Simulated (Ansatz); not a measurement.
ClFGeH4OSi, SMILES `[F][GeH]([Cl])[O][SiH3]`, relaxed with RKS PBE0-D4/def2-TZVP in the Gaussian-basis code of Ansatz from a PBE-D4/def2-SVP geometry. The force threshold is 0.005 eV/Å; the program also tests the step.

Charge 0, multiplicity 1.

Start:

```xyz
9

F     0.880   -1.772    1.359
Ge    0.981   -1.208   -0.293
Cl   -0.511   -2.305   -1.398
O     0.577    0.508   -0.288
Si   -0.789    1.354    0.253
H     2.402   -1.413   -0.835
H    -0.554    1.853    1.650
H    -2.002    0.466    0.229
H    -0.983    2.517   -0.676
```

By how much does the energy fall, and how many steps does the optimiser take? (Best estimate.)

Ansatz gave: 0.07 eV, in 6 steps.

Which bonds change most? (Estimate.)

Computed: O4–Si5 from 1.695 to 1.651 Å; Ge2–Cl3 from 2.157 to 2.125 Å; Ge2–O4 from 1.763 to 1.736 Å; F1–Ge2 from 1.749 to 1.724 Å.

Give the relaxed structure. (Best estimate.)

Ansatz gave: 
```xyz
9

F     0.871   -1.810    1.319
Ge    0.969   -1.203   -0.291
Cl   -0.466   -2.294   -1.417
O     0.525    0.474   -0.236
Si   -0.785    1.350    0.257
H     2.384   -1.372   -0.821
H    -0.533    1.892    1.615
H    -2.000    0.497    0.278
H    -0.965    2.465   -0.704
```
